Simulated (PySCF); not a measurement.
## Run times: nickel in x2c-TZVPall

Measured wall times of calculations with PySCF 2.14 in x2c-TZVPall (6s5p4d1f, 48 functions), with scalar relativity by spin-free X2C-1e, run from one Python driver. Hardware: 1 thread of Neoverse-N1 on a shared host, 1.3 GiB allowed. The two-electron integrals over 48 functions were computed once and kept in memory (0.45 CPU seconds with the set-up); the times below exclude them. Kohn-Sham runs start from converged Hartree-Fock orbitals.

Launch command (the driver calls PySCF for each step listed in the task file):

```bash
OMP_NUM_THREADS=1 python atomrun2.py TASK.json OUT
```

```
        species                step  iterations  wall time (s)
Ni [Ar] 3d8 4s2                 UHF           7           0.38
Ni [Ar] 3d8 4s2               M06-L           9            3.4
Ni [Ar] 3d8 4s2                PBE0           7            1.4
Ni [Ar] 3d8 4s2  MP2 (10 electrons)                       0.07
   Ni⁺ [Ar] 3d9                 UHF          11           0.34
   Ni⁺ [Ar] 3d9               M06-L          12            4.3
   Ni⁺ [Ar] 3d9                PBE0          10            1.9
   Ni⁺ [Ar] 3d9   MP2 (9 electrons)                       0.07
```

Peak memory of the process: 0.23 GiB. Times on a shared host vary from run to run.
